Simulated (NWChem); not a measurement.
All runs are NWChem calculations. System: H3Ga, charge 0, spin multiplicity 1, at a geometry optimised with PBE/def2-SVP. The structure started from a generated list of species. Level: CCSD(T)/6-31G* (spherical d), 9 core orbitals frozen.

NWChem printed:

```
             Northwest Computational Chemistry Package (NWChem) 7.3.0
             --------------------------------------------------------

                                NWChem Input Module
                                -------------------

 Scaling coordinates for geometry "geometry" by  1.889725989
 (inverse scale =  0.529177249)

 Turning off AUTOSYM since
 SYMMETRY directive was detected!

                             Geometry "geometry" -> ""
                             -------------------------

 Output coordinates in angstroms (scale by  1.889725989 to convert to a.u.)

  No.       Tag          Charge          X              Y              Z
 ---- ---------------- ---------- -------------- -------------- --------------
    1 Ga                  31.0000     0.00000000     0.00000000     0.00000100
    2 H                    1.0000     0.00000000     0.00000000     1.58065900
    3 H                    1.0000     1.36887700     0.00000000    -0.79034800
    4 H                    1.0000    -1.36887700     0.00000000    -0.79034800

 Effective nuclear repulsion energy (a.u.)      31.7146861136

            Nuclear Dipole moment (a.u.)
            ----------------------------
        X                 Y               Z
 ---------------- ---------------- ----------------
     0.0000000000     0.0000000000    -0.0000113384

      Symmetry information
      --------------------

 Group name             C2v
 Group number             16
 Group order               4
 No. of unique centers     3

      Symmetry unique atoms

     1    2    3


 Summary of "ao basis" -> "" (spherical)
 ------------------------------------------------------------------------------
       Tag                 Description            Shells   Functions and Types
 ---------------- ------------------------------  ------  ---------------------
 *                           6-31g*                   on all atoms

 Summary of "ao basis" -> "ao basis" (spherical)
 ------------------------------------------------------------------------------
       Tag                 Description            Shells   Functions and Types
 ---------------- ------------------------------  ------  ---------------------
 Ga                          6-31g*                 12       32   5s4p3d
 H                           6-31g*                  2        2   2s

                                 NWChem SCF Module
                                 -----------------
[...]
task         2 out of       171 done   1%  at       0.0 secs
task         9 out of       171 done   5%  at       0.1 secs
task        18 out of       171 done  10%  at       0.3 secs
task        26 out of       171 done  15%  at       0.5 secs
task        35 out of       171 done  20%  at       0.6 secs
task        43 out of       171 done  25%  at       0.7 secs
task        52 out of       171 done  30%  at       0.9 secs
task        60 out of       171 done  35%  at       1.0 secs
task        69 out of       171 done  40%  at       1.1 secs
task        77 out of       171 done  45%  at       1.1 secs
task        86 out of       171 done  50%  at       1.1 secs
task       107 out of       171 done  62%  at       1.2 secs
task       112 out of       171 done  65%  at       1.2 secs
task       120 out of       171 done  70%  at       1.2 secs
task       129 out of       171 done  75%  at       1.3 secs
task       137 out of       171 done  80%  at       1.3 secs
task       152 out of       171 done  88%  at       1.3 secs
task       155 out of       171 done  90%  at       1.3 secs
task       163 out of       171 done  95%  at       1.3 secs
task       171 out of       171 done 100%  at       1.3 secs
 commencing triples evaluation - blocking       1
 ccsd(t): done        1 out of       21 progress:    4.8%
 ccsd(t): done        2 out of       21 progress:    9.5%
 ccsd(t): done        3 out of       21 progress:   14.3%
 ccsd(t): done        4 out of       21 progress:   19.0%
 ccsd(t): done        5 out of       21 progress:   23.8%
 ccsd(t): done        6 out of       21 progress:   28.6%
 ccsd(t): done        7 out of       21 progress:   33.3%
 ccsd(t): done        8 out of       21 progress:   38.1%
 ccsd(t): done        9 out of       21 progress:   42.9%
 ccsd(t): done       10 out of       21 progress:   47.6%
 ccsd(t): done       11 out of       21 progress:   52.4%
 ccsd(t): done       12 out of       21 progress:   57.1%
 ccsd(t): done       13 out of       21 progress:   61.9%
 ccsd(t): done       14 out of       21 progress:   66.7%
 ccsd(t): done       15 out of       21 progress:   71.4%
 ccsd(t): done       16 out of       21 progress:   76.2%
 ccsd(t): done       17 out of       21 progress:   81.0%
 ccsd(t): done       18 out of       21 progress:   85.7%
 ccsd(t): done       19 out of       21 progress:   90.5%
 ccsd(t): done       20 out of       21 progress:   95.2%
 ccsd(t): done       21 out of       21 progress:  100.0%
 Time for integral evaluation pass     1        1.30
 Time for triples evaluation pass      1        0.13

 pseudo-e(mp4)  -0.56446554100827E-02
 pseudo-e(mp5)   0.10475005711097E-02
        e(t)    -0.45971548389730E-02

 --------------
 CCSD(T) Energy
 --------------
 Reference energy:                   -1924.672344324639425

 CCSD corr. energy:                     -0.239125478116055
 T(CCSD) corr. energy:                  -0.005644655410083
 Total CCSD+T(CCSD) energy:          -1924.917114458165543

 CCSD corr. energy:                     -0.239125478116055
 (T) corr. energy:                      -0.004597154838973
 Total CCSD(T) energy:               -1924.916066957594467

 routine      calls  cpu(0)   cpu-min  cpu-ave  cpu-max   i/o
 aoccsd          1     0.00     0.00     0.00     0.00    0.00
 iterdrv         1     0.04     0.04     0.04     0.04    0.00
 pampt          10     0.02     0.02     0.02     0.02    0.00
 t2pm           10     0.03     0.03     0.03     0.03    0.00
 sxy            10     0.07     0.07     0.07     0.07    0.00
 ints       292410     7.75     7.75     7.75     7.75    0.00
 t2eri        1710     0.53     0.53     0.53     0.53    0.00
 idx2         1710     0.14     0.14     0.14     0.14    0.00
 idx34          10     0.01     0.01     0.01     0.01    0.00
 ht2pm          10     0.04     0.04     0.04     0.04    0.00
 itm            10     0.10     0.10     0.10     0.10    0.00
 pdiis          10     0.00     0.00     0.00     0.00    0.00
 triples         1     0.00     0.00     0.00     0.00    0.00
 rdtrpo          1     0.00     0.00     0.00     0.00    0.00
 trpmos          1     1.30     1.30     1.30     1.30    0.00
 trpdrv          1     0.02     0.02     0.02     0.02    0.00
 dovvv       12096     0.03     0.03     0.03     0.03    0.00
 doooo       12096     0.02     0.02     0.02     0.02    0.00
 tengy       10752     0.04     0.04     0.04     0.04    0.00
 Total                10.16    10.16    10.16    10.16    0.00

 Task  times  cpu:       12.0s     wall:       12.0s

 Total times  cpu:       12.1s     wall:       12.1s
```

Task: Write an NWChem input that would produce this output.

Result: This is not unique; one that fits is 
```
start mol
memory heap 100 mb stack 700 mb global 1900 mb
geometry units angstroms nocenter noautoz
  Ga     0.000000     0.000000     0.000001
  H      0.000000     0.000000     1.580659
  H      1.368877     0.000000    -0.790348
  H     -1.368877     0.000000    -0.790348
  symmetry group C2v
end
basis spherical
  * library 6-31g*
end
scf
  rhf
  nopen 0
  maxiter 100
  thresh 1e-7
  semidirect memsize 60000000 filesize 0
end
ccsd
  freeze core 9
  maxiter 60
end
task ccsd(t) energy
```
